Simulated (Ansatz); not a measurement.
`CB(N)[SiH2]O` + `N[SiH](O)O` → `O[SiH2]N[SiH](O)O` + `CBN`  (cleavage of the Si–B bond)

Calculated with Ansatz (gas phase, PBE0-D4/def2-TZVP geometries, no zero-point term in ΔE). CBS: MP2 limit from def2 TZ/QZ plus the TZ coupled-cluster correction, frozen cores. This one scheme is used for every species. Functionals use def2-TZVPP. B3LYP here is the variant with VWN-RPA as its local correlation; programs differ in this. One conformer a species, not always the lowest.

CCSD(T)/CBS gives -1.14 eV.

**Question.** Another level gave -1.10 eV. Which?
A. PBE-D4/def2-TZVPP
B. B3LYP/def2-TZVPP
C. CCSD/def2-TZVPP
D. HF/def2-TZVPP

**Answer.** B. B3LYP -1.10, CCSD/def2-TZVPP -1.16, PBE-D4 -0.97, HF/def2-TZVPP -1.26 eV.

Largest T1 diagnostic among the species: 0.012.

The D4 term adds −0.04 eV with B3LYP and −0.02 eV with PBE0; it sums over pairs of atoms, weighted by their polarisabilities, and B3LYP, whose exchange is more repulsive, gets the larger term. In def2-TZVPP, CCSD(T) changes the Hartree–Fock value by +0.12 eV (the triples alone add +0.01 eV) and MP2 by +0.05 eV.
